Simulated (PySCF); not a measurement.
An unknown shows these calculated signals:

$^{1}$H NMR (300 MHz, computed): δ 7.10 (s, 1H), 6.90 (d, 1H), 6.32 (d, 1H), 3.73 (br s, 1H), 2.26 (s, 3H), 2.25 (s, 3H).

$^{13}$C{$^{1}$H} NMR (computed): δ 157.9 (C), 137.2 (CH), 132.9 (C), 132.6 (CH), 128.8 (C), 115.0 (CH), 22.3 (CH3), 19.1 (CH3).

Non-relativistic, no solvent model, one averaged value for each set of equivalent atoms, one computed conformer. Shielding tensors at PBE0/pcSseg-1 (GIAO); PBE0-D3(BJ)/def2-SVP geometry; PySCF 2.14.0 with density-fitted response routines.

Chemical shifts δ = σref − σ; $^{1}$H (31.27 ppm) and $^{13}$C (184.41 ppm) vs TMS, all at this level.

Question: Which of these does the molecule contain: a benzene ring, a Si–H bond, an OH group, a CH3CH2 unit, an ester?

Answer: 
- A benzene ring: yes.
- A Si–H bond: no.
- An OH group: yes (δH 3.73 (br s)).
- A CH3CH2 unit: no.
- An ester: no.

The data belong to 2,4-xylenol (SMILES Cc1ccc(O)c(C)c1); they needn't prove each group on their own.

Carbon signals by region: 6 in the sp2 and nitrile region (100–160 ppm), 2 below 50 ppm.

The OH or NH signal is concentration- and solvent-dependent in practice; the value given is the gas-phase one. Shifts are as computed. Against solution values, carbons near 30 ppm lie about +2 ppm off and those near 130 ppm about +5 ppm. Of 1211 compounds with measured shifts, 218 miss one by over three times the rms of a fit or turn the order of signals round; such compounds aren't used in these exercises. Multiplicities follow the n + 1 count of equivalent neighbours, as no J values were calculated; m marks all less simple cases, F and P coupling included.
